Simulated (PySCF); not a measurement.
C3H10OSi2, SMILES [SiH3]C(C[SiH2]O)=C.

Geometry: PBE0-D3(BJ)/def2-SVP. The structure was generated by enumeration, and PubChem lists no compound with its InChIKey, so it may never have been made. Other conformers were not sampled.

Calculation: TDA-LC-ωPBE/def2-SVPD in PySCF.

Vertical excitations. Isolated molecule, no solvent.

Computed lowest excited states:
```tsv
state	energy (eV)	λ (nm)	f	main pairs
S1	6.85	181	0.140	HOMO→LUMO 36 %, HOMO−1→LUMO 27 %, HOMO−1→LUMO+1 9 %, HOMO→LUMO+1 8 %
S2	7.04	176	0.205	HOMO→LUMO 38 %, HOMO−1→LUMO 20 %, HOMO−1→LUMO+1 11 %, HOMO−2→LUMO 10 %
S3	7.39	168	0.050	HOMO→LUMO+1 42 %, HOMO→LUMO+2 17 %
S4	7.61	163	0.003	HOMO→LUMO+2 48 %, HOMO→LUMO+3 22 %, HOMO→LUMO+1 15 %
S5	8.09	153	0.006	HOMO−2→LUMO 18 %, HOMO−1→LUMO 14 %, HOMO−1→LUMO+1 10 %, HOMO→LUMO+4 8 %
S6	8.36	148	0.007	HOMO→LUMO+3 27 %, HOMO→LUMO+5 24 %, HOMO→LUMO+4 13 %
T1	3.87	320	0	HOMO→LUMO 54 %, HOMO→LUMO+1 25 %
T2	6.24	199	0	HOMO−1→LUMO 44 %, HOMO−1→LUMO+1 19 %, HOMO−2→LUMO 16 %, HOMO−2→LUMO+1 9 %
```
Triplets are in the Tamm–Dancoff approximation.
